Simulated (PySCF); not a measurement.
(E)-1-chloro-2-fluoroprop-1-ene (C3H4ClF), SMILES Cl/C=C(/F)C. Geometry: PBE0-D3(BJ)/def2-SVP.

Computed equilibrium geometry at PBE0-D3(BJ)/def2-SVP (PySCF confirms it by a frequency run) as bond lengths and angles, and its point group:
point group Cs.
Atoms: C1 C2 F3 C4 Cl5 H6 H7 H8 H9. Bonds (Å): C1–C2 1.480, C1–H6 1.102, C1–H7 1.096, C1–H8 1.102, C2–F3 1.338, C2–C4 1.336, C4–Cl5 1.721, C4–H9 1.091. Bond angles (°): C2–C1–H6 110.0, C2–C1–H7 110.8, C2–C1–H8 110.0, H6–C1–H7 109.2, H6–C1–H8 107.4, H7–C1–H8 109.2, C1–C2–F3 113.6, C1–C2–C4 129.1, F3–C2–C4 117.3, C2–C4–Cl5 123.3, C2–C4–H9 121.0, Cl5–C4–H9 115.7.
